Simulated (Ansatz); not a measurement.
Relaxation of BBrClFH₂ (6 atoms, charge 0, multiplicity 1), to a largest force component of 0.03 eV/Å in at most 50 steps.

The calculation used RHF/def2-SVP in Ansatz 0.2.0.

```xyz
6
Properties=species:S:1:pos:R:3
B -0.110 -0.532 -0.428
F -0.019 0.176 1.992
H 0.952 -0.032 -0.578
Cl -1.588 0.237 -0.918
Br -0.148 -2.435 0.203
H -0.111 -0.670 2.315
```

Problem. Where does it end, and by what steps?

Solution. The run converged. After 7 steps the energy has fallen by 0.074 eV; H6 moved furthest, 0.27 Å.

```
step  energy less start (eV)  largest force component (eV/Å)  accepted
   0                  0.0000                           1.025       yes
   1                 -0.0481                           0.895       yes
   2                 -0.0166                           1.186        no
   3                 -0.0591                           0.847       yes
   4                 -0.0681                           0.593       yes
   5                 -0.0714                           0.333       yes
   6                 -0.0732                           0.119       yes
   7                 -0.0737                           0.012       yes
```

```xyz
6
Properties=species:S:1:pos:R:3
B -0.114 -0.600 -0.541
F -0.014 0.216 2.169
H 0.934 -0.059 -0.642
Cl -1.585 0.214 -1.001
Br -0.157 -2.438 0.033
H -0.088 -0.590 2.569
```

Whether the end is a true minimum wasn't checked by a vibrational analysis.

The run took 18 s on 1 thread of Arm Neoverse V1 (shared host), peak memory 0.16 GiB.
